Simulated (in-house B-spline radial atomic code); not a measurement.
A fraction x of an electron is moved 4d → 4f in Pd3+, starting from [Kr] 4d7 and keeping the highest spin. Method: scalar-relativistic (X2C) LC-wPBE, spin-polarised, spherical fractional occupations, Fermi nucleus of rms radius 4.5318 fm. Calculated with a B-spline radial code for spherical atoms.

Caution: exact exchange at fractional occupations of open shells leaves self-interaction of up to several eV.

```json
{"x": "0", "E(x) - E(0) (eV)": "0.0000", "4d down level (eV)": "-39.183", "4f up level (eV)": "-"}
{"x": "0.125", "E(x) - E(0) (eV)": "3.9224", "4d down level (eV)": "-39.970", "4f up level (eV)": "-8.353"}
{"x": "0.25", "E(x) - E(0) (eV)": "?", "4d down level (eV)": "?", "4f up level (eV)": "?"}
{"x": "0.375", "E(x) - E(0) (eV)": "11.9344", "4d down level (eV)": "-41.405", "4f up level (eV)": "-8.958"}
{"x": "0.5", "E(x) - E(0) (eV)": "16.0123", "4d down level (eV)": "-42.044", "4f up level (eV)": "-9.256"}
{"x": "0.625", "E(x) - E(0) (eV)": "?", "4d down level (eV)": "?", "4f up level (eV)": "?"}
{"x": "0.75", "E(x) - E(0) (eV)": "24.2787", "4d down level (eV)": "-43.154", "4f up level (eV)": "-9.850"}
{"x": "0.875", "E(x) - E(0) (eV)": "28.4529", "4d down level (eV)": "-43.622", "4f up level (eV)": "-10.149"}
{"x": "1", "E(x) - E(0) (eV)": "32.6447", "4d down level (eV)": "-44.034", "4f up level (eV)": "-10.449"}
```

What belongs in the row x = 0.25?

An energy change of 7.9025 eV; 4d down at -40.712 eV, 4f up at -8.657 eV.

What belongs in the row x = 0.625?

An energy change of 20.1293 eV; 4d down at -42.627 eV, 4f up at -9.553 eV.

Check Janak's theorem between x = 0.375 and 0.5.

The slope of the energy is 32.62 eV; the orbital levels give 32.62 eV (ε of the receiving orbital less ε of the emptying one, averaged over the two points).
